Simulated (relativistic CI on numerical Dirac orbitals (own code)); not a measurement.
Line list: Electric-dipole lines, Re³⁵⁺

Computed by Dirac-Coulomb-Breit CI, separate exchange-only KLI orbitals for each configuration, model QED (radiative potential, 1s self-energy scaled to tabulated hydrogen-like ionisation energies), unscaled Slater integrals (own radial code, finite nucleus).

Configurations in the expansion (outside the closed core [Ar] 3d10): 4s²4p⁶4d⁴, 4s²4p⁶4d³4f, 4s²4p⁵4d⁵, 4s4p⁶4d⁵, 4s²4p⁵4d⁴4f, 4s4p⁶4d⁴4f, 4s²4p⁶4d³5s, 4s²4p⁶4d²4f5s, 4s²4p⁶4d³5p, 4s²4p⁶4d³5d, 4s²4p⁵4d⁴5s, 4p⁶4d⁵4f, 4s²4p⁶4d³5f, 4s²4p⁶4d²5s5p, 4s4p⁶4d³4f5s, 4s²4p⁶4d³6s, 4s²4p⁶4d³6p, 4p⁶4d⁵5p, 4p⁶4d⁶, 4p⁵4d⁷, 4p⁵4d⁶4f, 4s²4p⁶4d²5s², 4s²4p⁶4d4f5s², 4s²4p⁵4d²4f5s², 4s4p⁶4d²4f5s². Double excitations out of closed p, d and f shells are left out; levels of such configurations are missing from the list, as are those of other unlisted configurations, and high levels can miss mixing partners. These lack a partner that the ground configuration has and come out too high: 4s²4p⁵4d⁴5s.

```tsv
λ vac (Å)	Lower	Upper	A (s⁻¹)	gf	Branching (%)
42.646	4s²4p⁶4d⁴ ³F4 [3]	4s²4p⁵4d⁵ ³D°3 [381]	2.84e+12	5.42e+00	57.9
44.252	4s²4p⁶4d⁴ ³G4 [14]	4s²4p⁵4d⁵ ³G°4 [392]	2.05e+12	5.42e+00	67.3
44.378	4s²4p⁶4d⁴ ³H5 [10]	4s²4p⁵4d⁵ ³H°5 [386]	1.39e+12	4.51e+00	44.9
44.389	4s²4p⁶4d⁴ ¹I6 [11]	4s²4p⁵4d⁵ ³H°6 [390]	2.65e+12	1.02e+01	80.7
46.041	4s²4p⁶4d⁴ ³H6 [23]	4s²4p⁵4d⁵ ¹K°7 [400]	1.91e+12	9.09e+00	99.7
48.955	4s²4p⁶4d⁴ ⁵D2 [4]	4s²4p⁶4d³4f ³G°3 [298]	1.60e+12	4.03e+00	54.1
49.133	4s²4p⁶4d⁴ ³F3 [5]	4s²4p⁶4d³4f ³F°4 [300]	1.83e+12	5.94e+00	79.9
49.159	4s²4p⁶4d⁴ ³F4 [3]	4s²4p⁶4d³4f ³G°5 [293]	1.04e+12	4.16e+00	71.2
49.290	4s²4p⁶4d⁴ ³H4 [8]	4s²4p⁶4d³4f ³I°5 [332]	1.54e+12	6.16e+00	52.9
49.371	4s²4p⁶4d⁴ ³F4 [3]	4s²4p⁶4d³4f ³I°5 [292]	1.93e+12	7.76e+00	89.3
49.419	4s²4p⁶4d⁴ ³H5 [10]	4s²4p⁶4d³4f ³I°6 [336]	2.46e+12	1.17e+01	76.6
49.461	4s²4p⁶4d⁴ ³P0 [1]	4s²4p⁶4d³4f ³D°1 [195]	2.83e+12	3.11e+00	99.2
49.474	4s²4p⁶4d⁴ ⁵D2 [4]	4s²4p⁶4d³4f ⁵F°2 [291]	1.49e+12	2.74e+00	57.8
49.478	4s²4p⁶4d⁴ ¹I6 [11]	4s²4p⁶4d³4f ³I°7 [341]	2.92e+12	1.61e+01	99.3
49.528	4s²4p⁶4d⁴ ⁵D1 [2]	4s²4p⁶4d³4f ⁵F°1 [259]	2.94e+12	3.24e+00	93.9
49.631	4s²4p⁶4d⁴ ⁵D3 [9]	4s²4p⁶4d³4f ⁵F°3 [331]	1.74e+12	4.49e+00	57.4
49.714	4s²4p⁶4d⁴ ³G4 [14]	4s²4p⁶4d³4f ³H°5 [346]	2.19e+12	8.92e+00	70.5
49.783	4s²4p⁶4d⁴ ³F4 [3]	4s²4p⁶4d³4f ³G°4 [280]	2.35e+12	7.86e+00	93.3
49.794	4s²4p⁶4d⁴ ³H5 [10]	4s²4p⁶4d³4f ³I°5 [332]	1.02e+12	4.16e+00	35.0
51.681	4s²4p⁶4d⁴ ³H6 [23]	4s²4p⁶4d³4f ¹K°7 [364]	1.28e+12	7.72e+00	93.4
```

Terms are leading LS components. Brackets give the number of a level in order of energy, since labels repeat. The list gives strong lines, with weight on those to low levels, without lines whose two gauges differ by over a factor of 2.5, among the lowest 400 of 8791 levels, so that lines to higher ones, which can be the strongest, are missing. Levels whose partners in the same complex of configurations lie outside the list can be far off, and so can their lines. Rates are taken at the computed energies, electric ones in the length gauge.

At this charge energies of transitions that change n are usually good to better than 1 %, and those within a shell (Δn = 0) to a few per cent. Terms inside the open d or f shell come out 10 to 20 % too wide with unscaled integrals.

LS names give the leading component of a level, which can be under half, so a name can repeat, a term be missing and a line seem to break the LS rules.
